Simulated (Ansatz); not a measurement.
## Energy profile

The step: AlSiN₂H₇ ([NH2][Al]([NH2])[SiH3]) + H₂ → AlN₂H₅ ([NH2][AlH][NH2]) + SiH₄; bonds formed: Al1–H6, Si2–H5; bonds broken: Al1–Si2, H5–H6 (atoms numbered as in the saddle structure below).

Al1  (-0.686, -0.081, -0.339)
Si2  (1.588, 0.663, 0.843)
N3  (-1.464, -1.002, 0.955)
N4  (-0.501, -0.591, -2.023)
H5  (-0.005, 1.401, 0.071)
H6  (-0.960, 1.626, -0.421)
H7  (2.593, 1.450, 0.077)
H8  (1.542, 1.184, 2.239)
H9  (2.078, -0.749, 0.910)
H10  (-2.397, -1.374, 0.886)
H11  (-1.133, -1.065, 1.903)
H12  (-0.496, 0.036, -2.809)
H13  (-0.158, -1.498, -2.295)
(Å)

Electronic energies by CCSD(T) at an estimated basis limit (MP2 extrapolated from triple and quadruple zeta, plus CCSD(T) − MP2 in triple zeta), on PBE0-D4/def2-TZVP structures; AlSiN₂H₉, singlet; no counterpoise correction. Ansatz 0.2.0; basis: def2-TZVPP and def2-QZVPP; cores frozen in the correlated methods. Extrapolation: Hartree–Fock as exp(−7.88 √X), correlation as X^−2.97.

(1) Give the profile in kJ/mol, counted from the separated reactants. (To be estimated.)

The T1 diagnostic stays at or below 0.013.

## Answers

(1) The calculation gives:
```csv
point,kJ/mol
"separated: AlSiN₂H₇ (linked as [NH2][Al]([NH2])[SiH3]; Al1, Si2, N3, N4, H7, H8, H9, H10, H11, H12, H13; singlet) + H₂ (H5, H6; singlet)",0.0
start structure,-2.1
saddle,159.9
end structure,-20.5
"separated: AlN₂H₅ (linked as [NH2][AlH][NH2]; Al1, N3, N4, H6, H10, H11, H12, H13; singlet) + SiH₄ (Si2, H5, H7, H8, H9; singlet)",-12.0
```

For scale, one of the runs: CCSD(T)/def2-TZVPP, 272 basis functions (an equivalent command: `ansatz run in.yaml --threads 4`). Hardware: 4 CPU threads, shared host. Wall time 100 s; peak host memory 6.8 GiB.
